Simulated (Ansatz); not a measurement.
Total energies of BH6NSSi, SMILES `[SiH3]NBS`.

Z-matrix (Å, degrees):
```
Si
N 1 1.741
H 1 1.487 2 110.5
H 1 1.480 2 107.5 3 120.4
H 1 1.487 2 110.6 3 -119.2
B 2 1.405 1 126.0 3 -120.8
H 2 1.012 1 116.6 3 59.2
S 6 1.812 2 120.2 1 -179.9
H 6 1.194 2 120.1 1 0.1
H 8 1.340 6 96.5 2 -180.0
```

The species carries charge 0 and has multiplicity 1. The structure was optimised at the PBE0-D4/def2-TZVP level. It is one conformer, not always the lowest. Basis def2-TZVPP, Ansatz.

RPA on PBE orbitals: Hartree–Fock energy of these orbitals -769.18995 Eh, correlation -1.08357 Eh (frozen core).

```json
{"functional": "LDA (SPW92)", "energy without D4 (Eh)": "-767.72596", "D4 term (kJ/mol)": "–"}
{"functional": "PBE", "energy without D4 (Eh)": "-770.59108", "D4 term (kJ/mol)": "-20.0"}
{"functional": "revPBE", "energy without D4 (Eh)": "-770.87081", "D4 term (kJ/mol)": "-61.1"}
{"functional": "BLYP", "energy without D4 (Eh)": "-770.98824", "D4 term (kJ/mol)": "-44.3"}
{"functional": "r2SCAN", "energy without D4 (Eh)": "-770.93026", "D4 term (kJ/mol)": "-4.9"}
{"functional": "B97M-V", "energy without D4 (Eh)": "-770.86178", "D4 term (kJ/mol)": "–"}
{"functional": "PBE0", "energy without D4 (Eh)": "-770.66836", "D4 term (kJ/mol)": "-16.9"}
{"functional": "B3LYP", "energy without D4 (Eh)": "-771.08553", "D4 term (kJ/mol)": "-32.4"}
{"functional": "r2SCANh", "energy without D4 (Eh)": "-770.92411", "D4 term (kJ/mol)": "-5.2"}
{"functional": "r2SCAN0", "energy without D4 (Eh)": "-770.91581", "D4 term (kJ/mol)": "-5.8"}
{"functional": "HSE06 (plane-wave form)", "energy without D4 (Eh)": "-770.64918", "D4 term (kJ/mol)": "-15.8"}
{"functional": "BHLYP", "energy without D4 (Eh)": "-770.99128", "D4 term (kJ/mol)": "-24.8"}
{"functional": "CAM-B3LYP", "energy without D4 (Eh)": "-771.00998", "D4 term (kJ/mol)": "-17.2"}
{"functional": "LC-ωPBE", "energy without D4 (Eh)": "-770.77527", "D4 term (kJ/mol)": "–"}
{"functional": "ωB97X-V", "energy without D4 (Eh)": "-770.90631", "D4 term (kJ/mol)": "–"}
{"functional": "ωB97M-V", "energy without D4 (Eh)": "-770.94692", "D4 term (kJ/mol)": "–"}
{"functional": "B2PLYP", "energy without D4 (Eh)": "-770.71520", "D4 term (kJ/mol)": "–"}
{"functional": "PBE-QIDH", "energy without D4 (Eh)": "-770.48910", "D4 term (kJ/mol)": "–"}
```

B3LYP takes the VWN-RPA correlation (the form of Gaussian; ORCA's B3LYP/G). HSE06 is the plane-wave form, built on full-range PBE exchange. The double hybrids freeze the cores in their second-order part.

LC-ωPBE has ω = 0.4 bohr⁻¹.
